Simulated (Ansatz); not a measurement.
Ansatz (a first-principles code) input:

Ansatz 0.2 input:
```yaml
crystal:
  periodic: [false, false, false]
  atoms:
    - {symbol: Sb, position_ang: [0.00257964, -0.00328867, 0.34540711]}
    - {symbol: F, position_ang: [-1.31061602, -0.95160558, -0.65180333]}
    - {symbol: F, position_ang: [-0.18142934, 1.61584890, -0.63579149]}
    - {symbol: F, position_ang: [1.47742737, -0.64560754, -0.66971215]}
basis:
  gaussian:
    orbitals: def2-SVPD
magnetization: {spin_polarized: false}
correlation: {method: ccsd_t, electrons: outside_noble_gas}
```

### Question
Which total energy does the run end on?

### Answer
-538.14674 Eh (CCSD(T)/def2-SVPD). The basis has 101 functions.
